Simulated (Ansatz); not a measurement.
`[OH][Ti]([F])([F])[F]` + NH₃ → `[NH2][Ti]([F])([F])[F]` + H₂O at 400 K and 1 bar (ligand exchange at a Ti–O bond).

Calculated with Ansatz (gas phase, PBE0-D4/def2-TZVP geometries, no zero-point term in ΔE). CCSD(T)/CBS is the MP2 limit (def2-TZVPP, def2-QZVPP) plus CCSD(T) − MP2 in def2-TZVPP, frozen cores. This one scheme is used for every species. For Ti outer-core shells are correlated without core-valence functions, which leaves a few kJ/mol of doubt a bond. Scalar relativity is left out up to krypton. Each species was taken in one conformer, which may not be the lowest.

```
                 species  CCSD(T)/CBS energy (Eh)  H − E (kJ/mol)  S (J/(mol·K))
 `[OH][Ti]([F])([F])[F]`              -1224.33935            82.5          379.7
                     NH₃                -56.50880           104.2          203.1
`[NH2][Ti]([F])([F])[F]`              -1204.44931           115.4          390.0
                     H₂O                -76.37941            69.8          198.6
```

H − E and S are ideal-gas, rigid-rotor, harmonic terms from PBE0-D4/def2-TZVP, for one conformer and one mirror image of each species. 1 Eh = 2625.50 kJ/mol, R = 8.31446 J/(mol·K).

**Question.** By hand: ΔE, ΔH, ΔS and ΔG.

**Answer.** ΔE = (-1204.44931) + (-76.37941) − (-1224.33935) − (-56.50880) = 0.01943 Eh = 51.0 kJ/mol. Δ(H − E) = 115.4 + 69.8 − 82.5 − 104.2 = -1.5, so ΔH = 49.5 kJ/mol. ΔS = 390.0 + 198.6 − 379.7 − 203.1 = 5.8 J/(mol·K). ΔG = 49.5 − 400 × (5.8)/1000 = 47.2 kJ/mol.

**Question.** By hand: the equilibrium constant, and the temperature at which ΔG would vanish if ΔH and ΔS stayed fixed.

**Answer.** log₁₀ K = −ΔG/(RT ln 10) = -6.2. ΔG = 0 at ΔH/ΔS = 8534 K, far beyond where these terms or the molecules hold.

The number of gas molecules stays the same, so ΔS is small and ΔH decides. A doubt of 5 kJ/mol in ΔE shifts log₁₀ K by 0.7 here. Other conformers and mirror images would add mixing entropy, several J/(mol·K) or more a flexible species. Modes under 60 cm⁻¹, often nearly free rotors, make the harmonic entropy too high. These are equilibria of isolated gas molecules and say nothing of rates. Largest T1 diagnostic: 0.024 (customary marks: 0.02 for closed shells, 0.045 for open ones).
